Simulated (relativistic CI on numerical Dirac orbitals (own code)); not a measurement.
**Hyperfine structure of In³⁹⁺, mass number 113**

Method of calculation: Dirac-Coulomb-Breit CI, KLI orbitals optimised for each configuration, model QED (radiative potential, 1s self-energy scaled to tabulated hydrogen-like ionisation energies), unscaled Slater integrals (own radial code, finite nucleus).

Configurations in the expansion (outside the closed core 1s2): 2s2 2p6, 2s2 2p5 3s, 2s2 2p5 3p, 2s2 2p5 3d, 2s 2p6 3s, 2s 2p6 3p, 2s 2p6 3d, 2s2 2p5 4s, 2s2 2p5 4p, 2s2 2p5 4d, 2s2 2p5 4f, 2s 2p6 4s, 2s 2p6 4p, 2s2 2p4 3s2, 2s 2p6 4d, 2s 2p6 4f. Levels of other configurations are missing.

Nuclear spin I = 9/2, μ = 5.5208 μN, Q = 0.761 b (tables of Stone and Pyykkö). The electronic factors are computed for point nuclear moments, without core polarisation or the Bohr-Weisskopf and QED corrections.

| Level | E (Ry) | A (GHz) | B (GHz) |
| --- | --- | --- | --- |
| 2s2 2p5 3s 3P°_2 | 248.800 | 534.2 | -305 |
| 2s2 2p5 3s 1P°_1 | 249.162 | -16.96 | -145 |
| 2s2 2p5 3p 3D_2 | 254.915 | 300.3 | -303 |
| 2s2 2p5 3p 3D_3 | 258.869 | 163.3 | -223 |
| 2s2 2p5 3p 1P_1 | 258.873 | 170.3 | 77.2 |
| 2s2 2p5 3p 3P_2 | 259.407 | 162.9 | -2.03 |
| 2s2 2p5 3s 3P°_1 | 264.882 | 1471 | -7.1 |
| 2s2 2p5 3d 3P°_1 | 266.179 | 119.2 | 95.3 |

Levels with J = 0, under 50 % of one LS term, or S terms without an open s electron are left out. Small factors come from cancelling terms and can be off by tens of per cent or more.

At this charge energies of transitions that change n are usually good to better than 1 %, and those within a shell (Δn = 0) to a few per cent.

Give the hyperfine levels of 2s2 2p5 3s 3P°_2 relative to its centre of gravity.

With K = F(F + 1) − I(I + 1) − J(J + 1), E = AK/2 + B[¾K(K + 1) − I(I + 1)J(J + 1)]/[2I(2I − 1)J(2J − 1)]: F = 5/2: -6016, F = 7/2: -4013, F = 9/2: -1514, F = 11/2: 1424, F = 13/2: 4732 GHz.

LS names give the leading component of a level, which can be under half, so a name can repeat, a term be missing and a line seem to break the LS rules.
